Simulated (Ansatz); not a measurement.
`C1=C[Se][SiH2][SiH2]1`, relaxed with RKS PBE0-D4/def2-TZVP in Ansatz 0.2.0 from a PBE-D4/def2-SVP geometry. The force threshold is 0.005 eV/Å; the program also tests the step.

Total charge 0; spin multiplicity 1.

Start:

```xyz
11

C     1.130    0.450   -0.819
C     0.609   -0.548   -1.574
Se   -0.916   -1.651   -1.184
Si   -1.381   -0.653    0.866
Si    0.371    0.924    0.828
H     2.020    0.971   -1.217
H     1.050   -0.834   -2.545
H    -2.773   -0.081    0.850
H    -1.307   -1.682    1.963
H     1.327    0.759    1.981
H    -0.129    2.346    0.851
```

(1) By how much does the energy fall, and how many steps does the optimiser take? (An estimate is asked.)

(2) Which bonds change most? (Best estimate.)

(3) Give the relaxed structure. (Estimate.)

Results:

(1) Computed: 4.99 kJ/mol, in 5 steps.

(2) Computed: Se3–Si4 from 2.328 to 2.297 Å; C1–C2 from 1.355 to 1.334 Å; Si4–H9 from 1.506 to 1.486 Å; Si4–H8 from 1.505 to 1.486 Å.

(3) Ansatz gave: 
```xyz
11

C     1.117    0.446   -0.812
C     0.608   -0.538   -1.554
Se   -0.902   -1.635   -1.162
Si   -1.374   -0.651    0.859
Si    0.366    0.912    0.821
H     1.989    0.963   -1.207
H     1.041   -0.817   -2.512
H    -2.747   -0.084    0.836
H    -1.302   -1.664    1.944
H     1.322    0.746    1.950
H    -0.118    2.320    0.838
```
